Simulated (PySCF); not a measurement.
Al(GeH3)(H)(Me) (CH7AlGe), SMILES [CH3][AlH][GeH3].

Geometry: PBE-D3(BJ)/def2-SVP. The structure was generated by enumeration; whether it is a known compound was not checked.

The numbers are results of PBE-D3(BJ)/def2-SVP run with PySCF, not measurements.

Frequencies are harmonic and unscaled.

A small imaginary wavenumber (i) marks a very flat motion, where grid noise or a shallow saddle decides the sign.

Q: Give all harmonic wavenumbers and intensities. (Estimate from the structure and the level; the computed values follow.)

A: 
```csv
mode,ν (cm⁻¹),IR (km/mol),moving atoms (share of kinetic energy)
1,3i,0.0,H 90 %
2,27,0.0,H 94 %
3,117,2.7,"C 36 %, H 30 %, Al 24 %, Ge 10 %"
4,293,2.6,"Al 49 %, Ge 27 %, H 17 %"
5,305,40.5,H 97 %
6,375,18.2,"H 84 %, Al 10 %"
7,394,9.5,"H 88 %, Al 9 %"
8,540,24.2,"H 85 %, C 13 %"
9,611,47.8,"H 74 %, C 16 %, Al 9 %"
10,637,102.1,"Al 39 %, C 38 %, H 23 %"
11,726,357.2,"H 83 %, C 12 %"
12,776,10.1,H 92 %
13,856,27.6,H 99 %
14,859,32.1,H 99 %
15,1159,16.2,"H 80 %, C 20 %"
16,1368,0.9,H 96 %
17,1374,2.2,H 95 %
18,1847,210.3,H 97 %
19,2037,82.7,H 99 %
20,2047,111.4,H 98 %
21,2056,126.9,H 98 %
22,2957,1.9,H 97 %
23,3041,3.4,"H 91 %, C 9 %"
24,3077,3.5,"H 91 %, C 9 %"
```
